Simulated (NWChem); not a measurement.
System: CH$_{5}$ClFNSi; SMILES C[Si@@](N)(F)Cl

Input file for NWChem:

```
start job
memory heap 200 mb stack 900 mb global 1100 mb
geometry units angstroms noautosym nocenter noautoz
  C      1.622486     1.086233     0.458346
  Si     0.000683     0.297717     0.050284
  N     -1.233857     0.757130     1.129212
  F     -0.338977     0.661465    -1.499630
  Cl     0.105315    -1.761631     0.095091
  H      1.961448     0.789366     1.461357
  H      1.538049     2.184298     0.429257
  H      2.387612     0.788712    -0.273858
  H     -2.099240     0.233023     1.186634
  H     -1.358302     1.725631     1.400113
end
basis spherical
  * library 6-31g*
end
dft
  xc b3lyp
  iterations 150
end
cosmo
  do_cosmo_smd true
  solvent ether
end
task dft energy
```

All runs use the structure optimised with PBE0/def2-SVP. Solvent: diethyl ether.

Level: B3LYP/6-31G* with SMD (1 M gas to 1 M solution), gas-phase geometry. Reactions with the solvent are ignored.

Question: Give the results of this calculation. (B3LYP/6-31G* (spherical d), SMD on the gas-phase geometry.) Quantities: solvation free energy (kcal/mol); cavity-dispersion-structure term (kcal/mol); dipole in solution (D).

Answer: 
| Quantity | Value |
|---|---|
| solvation free energy (kcal/mol) | -5.9 |
| cavity-dispersion-structure term (kcal/mol) | -0.4 |
| dipole in solution (D) | 3.51 |
